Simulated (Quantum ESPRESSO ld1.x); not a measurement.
The numbers below are computed, except where a source is named.
Species: Cd+. Configuration: [Kr] 4d10 5s0.5 5p0.5 (fractional occupations, a model configuration). Level of theory: Dirac Kohn-Sham, PBEsol, spin-unpolarised, spherical densities, point nucleus; open shells are shared between the two j in proportion to 2j + 1 (ld1.x of Quantum ESPRESSO 7.5).

Radial electron density D(r) = 4 pi r^2 rho(r):

r (bohr),D(r) (e/bohr)
0.002541,6.700
0.002935,8.449
0.003416,10.72
0.003945,13.35
0.004593,16.68
0.005304,20.40
0.006175,24.95
0.007132,29.82
0.008236,35.14
0.009588,41.07
0.01107,46.73
0.01289,52.34
0.01489,56.89
0.01733,60.39
0.02002,62.09
0.0233,62.00
0.02691,60.29
0.03133,57.44
0.03618,54.81
0.04212,53.50
0.04865,54.79
0.05618,58.99
0.0654,65.86
0.07553,72.74
0.08793,77.49
0.1016,77.36
0.1182,71.78
0.1365,63.41
0.1589,55.59
0.1836,52.86
0.2137,55.82
0.2468,61.00
0.285,63.19
0.3318,58.02
0.3832,46.43
0.4461,32.09
0.5152,22.06
0.5998,17.99
0.6927,18.73
0.8064,20.32
0.9313,19.78
1.084,16.60
1.252,12.37
1.458,8.135
1.683,5.085
1.944,3.048
2.263,1.742
2.614,1.023
3.043,0.5842
3.514,0.3403
4.091,0.1848
4.725,0.09638
5.5,0.04313
6.352,0.01733
7.395,0.005386
8.54,0.001402
9.942,0.0002515

D(r) has 4 maxima, at r = 0.0215, 0.0945, 0.280, 0.839 bohr, and minima at 0.0425, 0.182, 0.619 bohr, inside which lie 2.05, 11.14, 29.01 electrons.
